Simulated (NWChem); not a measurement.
Molecule: C₂H₄ClFSi; SMILES C=C[Si@H](F)Cl

```xyz
9

C     -0.6047     2.3963    -0.4633
C     -0.9251     1.3090     0.2484
Si     0.2883    -0.0580     0.5146
F      1.6410     0.3261    -0.2931
Cl    -0.4366    -1.8237    -0.2554
H     -1.3167     3.2124    -0.6287
H      0.3864     2.5134    -0.9145
H     -1.9307     1.2273     0.6800
H      0.6575    -0.3036     1.9290
```
Atoms are numbered in this order, from 1.

Results from NWChem. Geometry: optimised at PBE0/def2-SVP.

### Question
Predict the results for RPBE/def2-SVP. Quantities: highest occupied level (eV); orbital gap (eV); dipole (D).

### Answer
The highest occupied level (eV) comes out as -7.21. The orbital gap (eV) is 5.42 and the dipole (D) is 1.96.
